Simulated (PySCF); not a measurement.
## O⁺: excitation energy

O⁺ [He] 2s2 2p3 (4S) → O⁺ [He] 2s1 2p4 (4P), as a difference of total energies. All numbers are calculated (PySCF 2.14, scalar relativity by spin-free X2C-1e, in aug-cc-pCVTZ-DK). Correlated levels: valence and next inner shell: nothing frozen. The calculations carry no spin-orbit coupling.

```
                                method  excitation energy (eV)
                                   UHF                  14.984
    MP2 (valence and next inner shell)                  15.015
SCS-MP2 (valence and next inner shell)                  15.039
   CCSD (valence and next inner shell)                  14.946
CCSD(T) (valence and next inner shell)                  14.929
```

Question: How much does correlation contribute at CCSD(T) (valence and next inner shell)?

Answer: 14.929 − (14.984) = -0.055 eV, measured against UHF.

Errors of the correlated levels include the incompleteness of this basis.

For comparison: 14.870 eV (measured; NIST levels, between the centres of gravity of the two terms).
